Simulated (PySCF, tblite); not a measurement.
A database entry of computed molecular properties. Lists by class give the value and the number of equivalent atoms.

```json
{
 "formula": "C2H11NO3Si3",
 "smiles": "[SiH3]O[SiH2]N[SiH]1OCCO1",
 "inchi": "InChI=1S/C2H11NO3Si3/c7-6-8-3-9-4-1-2-5-9/h3,9H,1-2,8H2,7H3",
 "charge": 0,
 "multiplicity": 1,
 "geometry_level": "GFN2-xTB",
 "atoms_angstrom": [
  ["Si", 4.387, 0.181, -0.685],
  ["O", 2.8, 0.238, -0.393],
  ["Si", 1.237, -0.126, -0.6],
  ["N", 0.452, 0.604, 0.749],
  ["Si", -1.233, 0.58, 1.039],
  ["O", -1.825, -0.949, 1.035],
  ["C", -2.981, -1.043, 0.258],
  ["C", -3.004, 0.16, -0.71],
  ["O", -2.136, 1.133, -0.212],
  ["H", 4.962, -0.798, 0.238],
  ["H", 4.867, 1.536, -0.424],
  ["H", 4.597, -0.22, -2.075],
  ["H", 0.804, 0.474, -1.863],
  ["H", 1.102, -1.583, -0.592],
  ["H", 1.019, 1.075, 1.429],
  ["H", -1.558, 1.312, 2.251],
  ["H", -2.971, -1.995, -0.277],
  ["H", -3.855, -1.014, 0.918],
  ["H", -4.009, 0.583, -0.79],
  ["H", -2.661, -0.137, -1.707]
 ],
 "electronic_structure_code": "PySCF",
 "results": {
  "GFN2-xTB geometry": {
   "point_group": "C1",
   "rotational_constants_GHz": [3.194, 0.387, 0.383]
  },
  "PBE0/pcSseg-1 ground state and GIAO shieldings, non-relativistic": {
   "dipole_D": 0.55,
   "homo_eV": -7.66,
   "lumo_eV": 0.2,
   "shift_vs_computed_TMS_C_by_class_ppm": [
    [65.5, 2]
   ],
   "shift_vs_computed_TMS_H_by_class_ppm": [
    [5.39, 2],
    [5.16, 3],
    [4.57, 1],
    [4.22, 2],
    [4.15, 2],
    [1.0, 1]
   ],
   "shielding_other_nuclei_by_class_ppm": [
    ["N", 219.1, 1],
    ["O", 290.5, 2],
    ["O", 324.2, 1],
    ["Si", 372.7, 1],
    ["Si", 382.8, 1],
    ["Si", 393.7, 1]
   ],
   "charges_hirshfeld_e_by_atom": [0.4, -0.3, 0.44, -0.33, 0.48, -0.24, 0.0, 0.0, -0.24, -0.08, -0.08, -0.08, -0.09, -0.09, 0.13, -0.08, 0.05, 0.04, 0.05, 0.04]
  },
  "GFN2-xTB harmonic vibrations, gas phase": {
   "strongest_ir_bands_cm-1_km_per_mol_modes": [
    [762.3, 714.8, 1],
    [1004.1, 378.5, 1],
    [1111.5, 769.1, 1],
    [1185.8, 358.8, 1],
    [2247.0, 338.7, 1],
    [2260.8, 471.4, 1]
   ],
   "zpe_kcal_per_mol": 83.6
  }
 }
}
```

The rotational constants make it an asymmetric top with κ = (2B − A − C)/(A − C) = -1.00, nearer the prolate limit (−1). With B = h/(8π²I), that is 505.379 GHz u Å² over I, the principal moments of inertia are 158.2, 1306.4 and 1318.6 u Å² (most abundant isotopes); the inertial defect Ic − Ia − Ib is -146.0 u Å² (zero for a rigid planar frame, negative otherwise). A dipole of 0.55 D is allowed in C1, and pure rotational transitions are dipole-allowed.

 NMR classes are plain means over equivalent atoms (diastereotopic ones count apart unless rotation or inversion swaps them), as if these changed places fast; in this geometry the members of some classes differ.

One conformer stands for the species.
